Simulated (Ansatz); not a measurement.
Reaction (substitution at a C–S bond): `CC(F)S[SiH3]` + `OC(F)F` → `CC(F)OC(F)F` + `[SiH3]S`

Calculated with Ansatz (gas phase, PBE0-D4/def2-TZVP geometries, no zero-point term in ΔE). CCSD(T)/CBS is the MP2 limit (def2-TZVPP, def2-QZVPP) plus CCSD(T) − MP2 in def2-TZVPP, frozen cores. DFT in def2-TZVPP. B3LYP here is the variant with VWN-RPA as its local correlation; programs differ in this. One conformer a species, not always the lowest.

```json
{"level": "PBE-D4", "ΔE (kJ/mol)": "6.1", "difference from CCSD(T)/CBS": "6.2"}
{"level": "r2SCAN-D4", "ΔE (kJ/mol)": "-2.9", "difference from CCSD(T)/CBS": "-2.8"}
{"level": "PBE0-D4", "ΔE (kJ/mol)": "1.8", "difference from CCSD(T)/CBS": "1.9"}
{"level": "B3LYP-D4", "ΔE (kJ/mol)": "0.0", "difference from CCSD(T)/CBS": "0.1"}
{"level": "ωB97X-V", "ΔE (kJ/mol)": "-6.4", "difference from CCSD(T)/CBS": "-6.3"}
{"level": "ωB97M-V", "ΔE (kJ/mol)": "-3.6", "difference from CCSD(T)/CBS": "-3.5"}
{"level": "B2PLYP", "ΔE (kJ/mol)": "-4.3", "difference from CCSD(T)/CBS": "-4.2"}
{"level": "PBE", "ΔE (kJ/mol)": "2.3", "difference from CCSD(T)/CBS": "2.4"}
{"level": "r2SCAN", "ΔE (kJ/mol)": "-3.7", "difference from CCSD(T)/CBS": "-3.6"}
{"level": "PBE0", "ΔE (kJ/mol)": "-1.5", "difference from CCSD(T)/CBS": "-1.4"}
{"level": "B3LYP", "ΔE (kJ/mol)": "-6.4", "difference from CCSD(T)/CBS": "-6.3"}
{"level": "HF/def2-TZVPP", "ΔE (kJ/mol)": "-21.6", "difference from CCSD(T)/CBS": "-21.5"}
{"level": "MP2/def2-TZVPP", "ΔE (kJ/mol)": "1.7", "difference from CCSD(T)/CBS": "1.8"}
{"level": "SCS-MP2/def2-TZVPP", "ΔE (kJ/mol)": "-3.0", "difference from CCSD(T)/CBS": "-2.9"}
{"level": "CCSD/def2-TZVPP", "ΔE (kJ/mol)": "-8.5", "difference from CCSD(T)/CBS": "-8.4"}
{"level": "CCSD(T)/def2-TZVPP", "ΔE (kJ/mol)": "-5.6", "difference from CCSD(T)/CBS": "-5.5"}
{"level": "HF/def2-QZVPP", "ΔE (kJ/mol)": "-21.8", "difference from CCSD(T)/CBS": "-21.7"}
{"level": "MP2/def2-QZVPP", "ΔE (kJ/mol)": "4.8", "difference from CCSD(T)/CBS": "4.9"}
{"level": "SCS-MP2/def2-QZVPP", "ΔE (kJ/mol)": "0.0", "difference from CCSD(T)/CBS": "0.1"}
{"level": "HF/CBS(def2)", "ΔE (kJ/mol)": "-21.8", "difference from CCSD(T)/CBS": "-21.7"}
{"level": "MP2/CBS(def2)", "ΔE (kJ/mol)": "7.2", "difference from CCSD(T)/CBS": "7.3"}
{"level": "CCSD/CBS(def2)", "ΔE (kJ/mol)": "-3.0", "difference from CCSD(T)/CBS": "-2.9"}
{"level": "CCSD(T)/CBS", "ΔE (kJ/mol)": "-0.1", "difference from CCSD(T)/CBS": "0"}
```

Largest T1 diagnostic among the species: 0.012.

From PBE to PBE0 (25 % exact exchange), in def2-TZVPP and without D4, ΔE moves by −3.9 kJ/mol. In def2-TZVPP, CCSD(T) changes the Hartree–Fock value by +16.0 kJ/mol (the triples alone add +2.9 kJ/mol) and MP2 by +23.3 kJ/mol.
